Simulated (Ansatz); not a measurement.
CH₇BClNSi (`BN[SiH](C)Cl`). The species carries charge 0 and has multiplicity 1. The structure was optimised at the PBE0-D4/def2-TZVP level. It is one conformer, not always the lowest.

```xyz
12

B    -1.850   -0.609    0.084
N    -1.082    0.243   -0.718
Si    0.607    0.618   -0.570
C     1.415   -0.372    0.764
Cl    0.801    2.629   -0.146
H    -1.331   -1.184    0.996
H    -3.013   -0.756   -0.157
H    -1.568    0.711   -1.472
H     1.254    0.438   -1.891
H     0.955   -0.175    1.734
H     2.472   -0.102    0.822
H     1.340   -1.441    0.555
```

(1) What is the dipole moment at PBE/def2-TZVPP? (An estimate is asked.)

(2) And with r2SCAN, B3LYP, ωB97M-V? (An estimate is asked.)

(3) Give the Mulliken charges with PBE, r2SCAN, ωB97M-V in def2-TZVPP. (Estimate.)

## Answers

(1) The calculation gave: 1.12 D, with components (0.50, -0.81, -0.59) D in this frame, pointing from negative to positive charge.

(2) Computed: r2SCAN 1.17 D, B3LYP 1.18 D, ωB97M-V 1.16 D.

(3) Computed: 
| atom | PBE | r2SCAN | ωB97M-V |
| --- | --- | --- | --- |
| B1 | -0.13 | -0.03 | -0.16 |
| N2 | -0.12 | -0.24 | -0.21 |
| Si3 | 0.43 | 0.55 | 0.47 |
| C4 | -0.36 | -0.29 | -0.45 |
| Cl5 | -0.24 | -0.27 | -0.23 |
| H6 | -0.01 | -0.02 | 0.05 |
| H7 | 0.00 | -0.02 | 0.05 |
| H8 | 0.15 | 0.15 | 0.12 |
| H9 | -0.07 | -0.09 | -0.03 |
| H10 | 0.12 | 0.09 | 0.14 |
| H11 | 0.12 | 0.08 | 0.13 |
| H12 | 0.11 | 0.09 | 0.13 |

B3LYP here is the variant with VWN-RPA as its local correlation; programs differ in this.
